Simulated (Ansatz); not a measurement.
Basis-set extrapolation for `BC1(C)C=N1` (PBE0-D4/def2-TZVP geometry, frozen core, the Gaussian-basis code of Ansatz). Multiplicity 1, RHF reference.

|  | def2-TZVPP | def2-QZVPP |
| --- | --- | --- |
| HF | -196.200946 | -196.209903 |
| MP2 correlation | -0.792173 | -0.842622 |
| CCSD(T) correlation | -0.864321 | not run |

Energies in hartree. Use E(X) = E(∞) + A·exp(−7.88·√X) for Hartree–Fock and E(X) = E(∞) + B·X^(−2.97) for correlation, with X = 3 and 4, and add CCSD(T) minus MP2 of the smaller set to the MP2 limit.

Q: What is the CCSD(T) energy at the basis-set limit?

A: HF limit: -196.209903 + (-0.008957) × 0.13774 = -196.21114. MP2 limit: -0.842622 + (-0.050449) × 0.74074 = -0.87999. Higher-order term: -0.864321 − (-0.792173) = -0.07215. Total: -197.16328 hartree, 257.3 kJ/mol below CCSD(T)/def2-TZVPP.
